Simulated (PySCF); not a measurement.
**Spectroscopy problems**

[PySCF: NMR shieldings at PBE0/pcSseg-1/GIAO; geometry: GFN2-xTB; equivalent nuclei averaged; non-relativistic Hamiltonian; no solvent model; one computed conformer]

Shifts are taken against calculated references (same method and geometry level): TMS for ¹H and ¹³C. Where no couplings were computed, multiplicities follow the n + 1 count of equivalent neighbours, and m marks all less simple cases (inequivalent or close neighbours, rings, F or P nearby). Shifts are as computed. Against solution values, carbons near 30 ppm lie about +3 ppm off and those near 130 ppm about +5 ppm. Of 1211 compounds with measured shifts, 218 miss one by over three times the rms of a fit or turn the order of signals round; such compounds aren't used in these exercises.

Problem. C₃H₁₀O₃Si. ¹H NMR (400 MHz, computed): δ 5.15 (s, 2H), 4.82 (s, 2H), 3.89 (s, 3H), 3.62 (s, 3H). ¹³C{¹H} NMR (computed): δ 93.7 (CH2), 57.0 (CH3), 52.7 (CH3). Give a structure.

Solution. `COCO[SiH2]OC`. The formula gives 0 degrees of unsaturation. 3 carbon signals for 3 carbons: no two carbons are equivalent. Carbon types of the structure: 1 × CH2, 2 × CH3, leaving 2 H on heteroatoms. δC 93.7: sp3 carbon bearing two oxygens; 2 electronegative neighbours deshield it. δC 57.0, 52.7: methyl carbon bonded to O; pulled downfield by the heteroatom. δH 5.15: hydrogen on an sp3 carbon bearing two oxygens; its carbon carries O, which withdraws density. δH 3.89, 3.62: hydrogen on a methyl carbon bonded to O; its carbon carries O, which withdraws density.

This is the structure that produced the data.

Problem. C₂H₉NOSi₃. ¹H NMR (400 MHz, computed): δ 5.90 (sept, 1H), 4.11 (s, 2H), 3.60 (d, 6H). ¹³C{¹H} NMR (computed): δ 121.0 (C), 54.2 (CH2). What is it?

Solution. SMILES [SiH](OCC#N)([SiH3])[SiH3]. The formula gives 2 degrees of unsaturation (no ring in the answer). 2 carbon signals for 2 carbons: no two carbons are equivalent. Carbon types of the structure: 1 × C, 1 × CH2, leaving 7 H on heteroatoms. δC 121.0: nitrile carbon; this is the usual window of a C≡N carbon, which has no attached hydrogen. δC 54.2: sp3 CH2 bonded to O, α to a nitrile; deshielded by the electronegative neighbour. δH 4.11: hydrogen on an sp3 CH2 bonded to O, α to a nitrile; its carbon carries O, which withdraws density. δH 3.60: hydrogen on a silicon bonded to Si.

This is the structure that produced the data.
